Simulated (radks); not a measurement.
In, 49 electrons, occupied as [Kr] 4d9 5s2 5p2 (not the ground configuration).

Calculated with a radial shooting solver on a logarithmic mesh with Libxc functionals: Dirac Kohn-Sham, PBE, spin-unpolarised, spherical densities, finite nucleus; open shells are shared between the two j in proportion to 2j + 1; Fermi nuclear charge, rms radius 4.6156 fm.

Energy parts (hartree):
part                        energy
total                  -5882.40015
kinetic                 6180.85496
electron-nucleus      -14263.81592
Hartree                 2360.10976
exchange-correlation    -159.54895

Orbitals (lengths in bohr, moments of r in powers of bohr):
1s1/2: occ. 2; eigenvalue (hartree) -1019.514; <r^4> 3.718e-06; <r> 0.02971; <1/r> 51.86
2s1/2: occ. 2; eigenvalue (hartree) -152.8479; <r^4> 0.0006502; <r> 0.1281; <1/r> 12.00
2p1/2: occ. 2; eigenvalue (hartree) -142.5588; <r^4> 0.0004205; <r> 0.1085; <1/r> 11.98
2p3/2: occ. 4; eigenvalue (hartree) -134.8097; <r^4> 0.0004910; <r> 0.1137; <1/r> 11.19
3s1/2: occ. 2; eigenvalue (hartree) -29.22443; <r^4> 0.02951; <r> 0.3483; <1/r> 4.228
3p1/2: occ. 2; eigenvalue (hartree) -25.07246; <r^4> 0.02882; <r> 0.3394; <1/r> 4.135
3p3/2: occ. 4; eigenvalue (hartree) -23.67240; <r^4> 0.03256; <r> 0.3505; <1/r> 3.942
3d3/2: occ. 4; eigenvalue (hartree) -16.33069; <r^4> 0.02834; <r> 0.3222; <1/r> 3.785
3d5/2: occ. 6; eigenvalue (hartree) -16.04379; <r^4> 0.02945; <r> 0.3258; <1/r> 3.735
4s1/2: occ. 2; eigenvalue (hartree) -4.63868; <r^4> 0.9718; <r> 0.8446; <1/r> 1.650
4p1/2: occ. 2; eigenvalue (hartree) -3.27636; <r^4> 1.303; <r> 0.8953; <1/r> 1.533
4p3/2: occ. 4; eigenvalue (hartree) -3.02844; <r^4> 1.486; <r> 0.9246; <1/r> 1.472
4d3/2: occ. 3.6; eigenvalue (hartree) -0.90839; <r^4> 4.378; <r> 1.135; <1/r> 1.179
4d5/2: occ. 5.4; eigenvalue (hartree) -0.87487; <r^4> 4.631; <r> 1.149; <1/r> 1.163
5s1/2: occ. 2; eigenvalue (hartree) -0.37694; <r^4> 76.19; <r> 2.453; <1/r> 0.5273
5p1/2: occ. 0.666667; eigenvalue (hartree) -0.14568; <r^4> 258.0; <r> 3.200; <1/r> 0.4022
5p3/2: occ. 1.33333; eigenvalue (hartree) -0.13041; <r^4> 312.4; <r> 3.351; <1/r> 0.3829

The highest occupied level is 5p3/2 at -3.549 eV. Summed over all electrons, <r^2> = 63.15 bohr^2, which gives a Langevin (diamagnetic) susceptibility term of -50 x 10^-6 cm^3/mol.
